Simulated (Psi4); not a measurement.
FK, charge -1, doublet, at the geometry of the source list (a state made from the parent by changing its charge; the spin is typed, not shown lowest) (a gas-phase anion, which may not be bound at this level). Base run: HF/6-311G** run with Psi4 1.11.

Psi4 was given this input:
```
memory 2 GB

molecule mol {
-1 2
  K    -0.539800   -0.445200   -0.729200
  F     0.539800    0.445200    0.729200
}

set basis 6-311g**
set reference uhf

energy('scf')
print_variables()
```

Variants of this job, named by their change:

```tsv
change	ΔE vs base (mEh)	SCF cycles	basis functions	outcome
base	0.000	9	57	converged
scf_type = dfdirj+cosx	-4.678	10	57	converged
level_shift = 0.3	0.000	9	57	converged
guess = modhuckel	0.000	9	57	converged
cholesky_tolerance = 1e-3 (with scf_type cd)	0.375	9	57	converged
d_convergence = 1e-10	0.000	16	57	converged
scf_type = dfdirj+link	-0.329	9	57	converged
df_basis_scf = def2-universal-jkfit	-0.015	9	57	converged
soscf = true	0.000	6	57	converged
damping_percentage = 50	-	-	57	not converged
guess = core	0.000	15	57	converged
guess = gwh	0.000	14	57	converged
scf_type = out_of_core	-0.094	9	57	converged
```

Open shells are given as the SCF converged; they aren't shown to be the lowest states, and a large step between rows can be another state.

A gas-phase anion may not be bound at this level; its values then depend on the basis.
